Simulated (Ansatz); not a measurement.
Consider the cleavage of the Si–Si bond: `[AlH2][O]C[SiH2][SiH3]` + `CNB[SiH3]` → `CN([SiH3])B[SiH3]` + `[AlH2][O]C[SiH3]`.

Calculated with Ansatz (gas phase, PBE0-D4/def2-TZVP geometries, no zero-point term in ΔE). CCSD(T)/CBS is the MP2 limit (def2-TZVPP, def2-QZVPP) plus CCSD(T) − MP2 in def2-TZVPP, frozen cores. DFT in def2-TZVPP. B3LYP here is the variant with VWN-RPA as its local correlation; programs differ in this. Each species was taken in one conformer, which may not be the lowest.

`[AlH2][O]C[SiH2][SiH3]`:

```xyz
14

Al   -1.851   -2.715   -0.023
O    -0.440   -1.883   -0.444
C     0.321   -0.886    0.189
Si    0.101    0.776   -0.700
Si    1.335    2.475    0.339
H    -2.402   -3.731   -1.095
H    -2.499   -2.426    1.393
H     0.049   -0.767    1.248
H     1.381   -1.169    0.172
H    -1.349    1.128   -0.678
H     0.520    0.643   -2.122
H     1.140    3.771   -0.364
H     2.787    2.147    0.328
H     0.907    2.638    1.756
```

`CNB[SiH3]`:

Cartesian coordinates in Å:
```
C 1.077 -0.851 -1.633
N 0.115 -0.482 -0.617
B 0.272 0.475 0.370
Si -1.206 0.831 1.690
H 1.352 -1.908 -1.555
H 1.976 -0.250 -1.504
H 0.681 -0.676 -2.638
H -0.748 -1.003 -0.672
H 1.314 1.072 0.400
H -0.763 0.588 3.094
H -1.676 2.246 1.624
H -2.394 -0.042 1.442
```

`CN([SiH3])B[SiH3]`:

Cartesian coordinates in Å:
```
C -0.292 -0.562 2.031
N -0.072 -0.132 0.652
Si 0.635 1.463 0.488
B -0.410 -0.952 -0.429
Si -0.154 -0.465 -2.382
H -0.977 0.117 2.549
H 0.649 -0.581 2.591
H -0.722 -1.563 2.039
H 0.799 1.781 -0.948
H -0.251 2.460 1.144
H 1.951 1.487 1.181
H -0.888 -2.024 -0.164
H -0.920 0.756 -2.773
H -0.624 -1.578 -3.253
H 1.276 -0.209 -2.726
```

`[AlH2][O]C[SiH3]`:

Cartesian coordinates in Å:
```
Al -2.095 -0.224 -1.023
O -1.010 -0.198 0.273
C 0.297 -0.687 0.455
Si 1.508 0.760 0.588
H -1.668 -0.981 -2.347
H -3.466 0.519 -0.793
H 0.338 -1.287 1.372
H 0.609 -1.352 -0.364
H 2.900 0.257 0.760
H 1.433 1.566 -0.662
H 1.153 1.627 1.741
```

```json
{"level": "B3LYP-D4", "ΔE (kJ/mol)": "-24.1"}
{"level": "B2PLYP", "ΔE (kJ/mol)": "-24.6"}
```

Question: What does CCSD(T)/CBS give? (An estimate is asked.)

Answer: Ansatz gave: -27.4 kJ/mol. The listed levels differ from it by 3.3, 2.8 kJ/mol.

Largest T1 diagnostic among the species: 0.014.

The D4 term adds −8.3 kJ/mol with B3LYP and −4.3 kJ/mol with PBE0; it sums over pairs of atoms, weighted by their polarisabilities, and B3LYP, whose exchange is more repulsive, gets the larger term. From PBE to PBE0 (25 % exact exchange), in def2-TZVPP and without D4, ΔE moves by −6.3 kJ/mol.
